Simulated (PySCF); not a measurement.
## Spin–spin coupling constants

Bonds (- single, = double, # triple, : aromatic): O1-C2, C2-C3, C3-C4, C4-C5, C5-C6, C6-O7. O1 carries H8; C2 carries H9, H10; C3 carries H11, H12; C4 carries H13, H14; C5 carries H15, H16; C6 carries H17, H18; O7 carries H19.

Couplings: B3LYP/pcJ-1 (without the spin–dipole term) in PySCF 2.14.0 with density-fitted response routines, geometry PBE0-D3(BJ)/def2-SVP; gas phase, one conformer, non-relativistic. Couplings are averaged over pairs made equivalent by symmetry, fast rotation or ring inversion, so a value needn't be that of the named pair in this geometry, while other rotamers aren't included; one pair stands for each set, and the list holds a selection of those of at least 0.8 Hz over up to four bonds, among pairs with at least one C or H atom (others weren't computed).

Isotopes: $^{13}$C, $^{1}$H, $^{17}$O. Couplings to quadrupolar nuclei such as 17O and 33S are rarely resolved in practice.

```csv
pair,bonds,J (Hz)
"O1, C2",1,20.3
"O1, H8",1,?
"C2, C3",1,?
"C2, H9",1,144.7
"C3, C4",1,?
"C3, H11",1,127.7
"C4, H13",1,132.7
"O1, H9",2,-9.3
"C2, C4",2,-1.4
"C2, H11",2,-2.6
"C3, H13",2,?
"C4, H11",2,-3.1
"H9, H10",2,?
"H11, H12",2,-15.6
"H13, H14",2,-15.2
"O1, H11",3,-2.7
"C2, C5",3,3.0
"C2, H13",3,4.3
"C3, H8",3,?
"C3, H15",3,?
"C4, H9",3,5.2
"H8, H9",3,9.7
"H9, H11",3,?
"H9, H12",3,3.8
"H11, H13",3,7.1
"H11, H14",3,9.0
```

**Question.** Estimate the withheld couplings, with signs.

**Answer.** 
- $^{1}J$(O1,H8) = -70.2 Hz (bond length 0.963 Å)
- $^{1}J$(C2,C3) = 37.2 Hz (bond length 1.522 Å)
- $^{1}J$(C3,C4) = 37.5 Hz (bond length 1.523 Å)
- $^{2}J$(C3,H13) = -3.6 Hz
- $^{2}J$(H9,H10) = -13.6 Hz
- $^{3}J$(C3,H8) = 1.0 Hz (dihedral angle 59°)
- $^{3}J$(C3,H15) = 4.2 Hz (mean over equivalent pairs that range from 1.1 to 9.0 Hz in this conformer)
- $^{3}J$(H9,H11) = 8.2 Hz (mean over equivalent pairs that range from 1.5 to 14.9 Hz in this conformer)
